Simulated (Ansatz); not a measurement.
```xyz
6

C     0.0000   -0.0273   -0.5970
O     0.0000   -0.0604    0.6881
H     0.0000   -0.9832   -0.9301
H    -0.8233    0.4285   -0.9891
H     0.8233    0.4285   -0.9891
H     0.0000    0.7728    0.9856
```

Basis set: 6-31G* (spherical functions). Correlated methods keep 2 orbitals frozen. Charge 0, multiplicity 1.

Computed with Ansatz (development build ahead of 0.2.0); each method stands on the lowest determinant of its kind that the runs found. Restricted open shells among the atoms or ions are ROHF, correlated in semicanonical orbitals with singles.

(1) Give the atomization energy at this shape (free ground-state atoms in the same class of orbitals less the molecule, no zero-point energy) of singlet CH₄O by RHF-MP2, RHF.

## Answers

(1)

```
 method  atomization energy
RHF-MP2     439.48 kcal/mol
    RHF     349.32 kcal/mol
```

Caution: no unrestricted run beside it, a lower state can exist; the shape is not the minimum.
